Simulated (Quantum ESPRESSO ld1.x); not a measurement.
Problem. The table gives one normalised radial function P(r) = r R(r) of Te8+ in [Kr] 4d8 (r in bohr). All-electron calculation, non-relativistic Kohn-Sham, LDA (Slater exchange, VWN5 correlation), spin-polarised, spherical densities, point nucleus; open shells are filled with parallel spins first (spin-orbit coupling, left out, can overturn this in heavy ions); relativity is left out, which matters for an element this heavy. Program: ld1.x of Quantum ESPRESSO 7.5.

r	P
0.003821	0.0046
0.005746	0.0099
0.00871	0.0212
0.0131	0.0426
0.01986	0.0818
0.02986	0.1409
0.04526	0.2092
0.06807	0.2321
0.1032	0.1175
0.1552	-0.1540
0.2352	-0.3478
0.3566	-0.0673
0.5362	0.4581
0.8128	0.3149
1.222	-0.5524
1.853	-0.8825
2.786	-0.3624
4.224	-0.0350

Which n and l does it have? It may be an empty orbital.

Solution. n = 5, l = 1: the number of nodes gives n - l - 1 = 3, the rise at small r (about r^(l+1)) gives l, and the extent must fit the shell. The curve is that of 5p up; the table hardly tells the two spins apart. 5p up (empty): eigenvalue -92.758 eV, 3 radial nodes at r = 0.126, 0.375, 0.956 bohr, <r> = 1.77 bohr, 90 % of the charge inside 2.50 bohr.
